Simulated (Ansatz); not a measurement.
Reaction (formal exchange of groups at the Si–N bond): `O=C=N[SiH2]F` + `FC[SiH3]` → `FC[SiH2][SiH2]F` + `N=C=O`

Calculated with Ansatz (gas phase, PBE0-D4/def2-TZVP geometries, no zero-point term in ΔE). CCSD(T)/CBS adds triple-zeta CCSD(T) − MP2 to the extrapolated MP2 energy (def2 sets, frozen cores). This one scheme is used for every species. DFT in def2-TZVPP. Each species was taken in one conformer, which may not be the lowest.

| level | ΔE (eV) |
| --- | --- |
| r2SCANh | 1.12 |
| MP2/def2-SVP | 1.26 |

(1) What does CCSD(T)/CBS give? (Estimate.)

Largest T1 diagnostic among the species: 0.018.

Answers

(1) The calculation gave: +1.15 eV. The listed levels differ from it by -0.03, 0.11 eV.

Leaving LDA and LC-ωPBE aside and taking each functional with its dispersion term where it has one, the values, not all of them listed here, spread over 0.35 eV, from PBE-D4 to BHLYP-D4. LDA lies +0.04 eV from PBE without D4. From BLYP to BHLYP (50 % exact exchange), in def2-TZVPP and without D4, ΔE moves by +0.20 eV.
